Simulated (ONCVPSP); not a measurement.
rhodium (Rh): one change to an ONCV potential, before and after

Rh, optimised norm-conserving Vanderbilt (ONCV), made with ONCVPSP 4.0.1 (PBEsol, scalar-relativistic). Core [Ar] 3d10, reference 4s2 4p6 4d8 5s1. Waves: 4s+5s: rc 1.35 bohr, ncon 4, nbas 7, qcut 7.2 1/bohr, 2 projectors; 4p: rc 1.35 bohr, ncon 4, nbas 7, qcut 11.5 1/bohr, 2 projectors, debl 2.8 Ha; 4d: rc 1.40 bohr, ncon 4, nbas 7, qcut 8.1 1/bohr, 1 projector. Local part: polynomial inside 1.20 bohr (lpopt 3, dvloc0 0 Ha). Core correction: Teter function fitted to the true core (icmod 2), fcfact 0.6.

All-electron outer shells of the reference configuration (PBEsol, scalar-relativistic, ld1.x):

| shell | level (eV) | outermost node (bohr) | outermost maximum (bohr) |
| --- | --- | --- | --- |
| 3d | -300.62 | – | 0.29 |
| 4s | -82.43 | 0.47 | 0.88 |
| 4p | -50.38 | 0.47 | 0.94 |
| 4d | -5.95 | 0.46 | 1.15 |
| 5s | -4.33 | 1.19 | 2.63 |

Change: s: qcut 9.5; p: qcut 15.2; d: qcut 10.7.

Cutoffs: the cutoffs (Ha) at which the residual kinetic energy of the hardest occupied pseudo-wave falls to 1 and 0.1 mHa per electron; they do not see the model core or the augmentation charge, which bear on the density cutoff. Errors are all-electron minus pseudo energies relative to the spin-unpolarised reference configuration.

Problem. How do hardness, ghosts and transferability respond?

Solution. The potential gets harder (39 Ha and 61 Ha → 57 Ha and 68 Ha); of the 4 tests that both files solve, the error grows in 0 and shrinks in 2 by more than 15 % and 0.3 meV (median size 1.7 → 1.4 meV); neither file shows a bound ghost.

| quantity | base | changed |
| --- | --- | --- |
| cutoff, loose | 39 Ha | 57 Ha |
| cutoff, tight | 61 Ha | 68 Ha |
| loose cutoff by channel | s 25 Ha, p 39 Ha, d 27 Ha | s 32 Ha, p 57 Ha, d 30 Ha |
| bound ghosts | none | none |
| GHOST(+) flags under 300 eV | none | none |
| error for 4s2 4p6 4d8 5s0, meV [ΔE 7.46 eV] | -1.6 | -1.3 |
| error for 4s2 4p6 4d7 5s0, meV [ΔE 26.97 eV] | -1.9 | -1.6 |
| error for 4s2 4p6 4d6 5s0, meV [ΔE 59.47 eV] | -0.6 | -0.3 |
| error for 4s2 4p6 4d9 5s0, meV [ΔE -0.91 eV] | -2.2 | -1.5 |
| s: phases at 1.37 bohr within 0.05 rad from the reference energy up to (Ha; the scan ends near 5) | to the end of the scan | to the end of the scan |
| p: phases at 1.37 bohr within 0.05 rad from the reference energy up to (Ha; the scan ends near 5) | to the end of the scan | to the end of the scan |
| d: phases at 1.42 bohr within 0.05 rad from the reference energy up to (Ha; the scan ends near 5) | to the end of the scan | to the end of the scan |
| rms error of d²Exc/dni dnj with the model core, mHa | 0.66 | 0.61 |
